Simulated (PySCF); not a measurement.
C2H4F2Si, SMILES F[SiH2]C(F)=C. Heavy atoms are numbered as in [CH2:1]=[C:2]([F:3])[SiH2:4][F:5]. Hydrogens are named by the atom that carries them.

Geometry optimised at B3LYP-D3(BJ)/def2-SVP. This is a generated structure with no PubChem entry under its InChIKey; it may be hypothetical. The values are those of a single conformer.

Level of theory: ωB97X/def2-TZVP (PySCF).

ESP charges are fitted to the potential on shells at 1.4 to 2.0 van der Waals radii. Atomic charges (e), one atom of each kind:

```json
[
 {"atom": "C1 (CH2)", "Mulliken": "-0.32", "ESP fit": "-0.54"},
 {"atom": "C2", "Mulliken": "0.07", "ESP fit": "…"},
 {"atom": "F3", "Mulliken": "-0.20", "ESP fit": "-0.18"},
 {"atom": "Si4 (SiH2)", "Mulliken": "0.54", "ESP fit": "0.42"},
 {"atom": "F5", "Mulliken": "-0.33", "ESP fit": "-0.25"},
 {"atom": "H on C1", "Mulliken": "0.16", "ESP fit": "…"},
 {"atom": "H on Si4", "Mulliken": "-0.03", "ESP fit": "…"}
]
```

**Question.** Some entries are withheld; supply them. (Estimate from the structure and the level; the computed values follow.)

**Answer.** 
- C2, ESP fit: 0.19
- H on C1, ESP fit: 0.22
- H on Si4, ESP fit: -0.05

Computed Mayer and Wiberg (Löwdin basis) orders of the bonds:
| bond | Mayer | Wiberg |
|---|---|---|
| C1–C2 | 1.83 | 2.16 |
| C2–F3 | 0.98 | 1.69 |
| C2–Si4 | 0.96 | 1.05 |
| Si4–F5 | 1.07 | 1.67 |
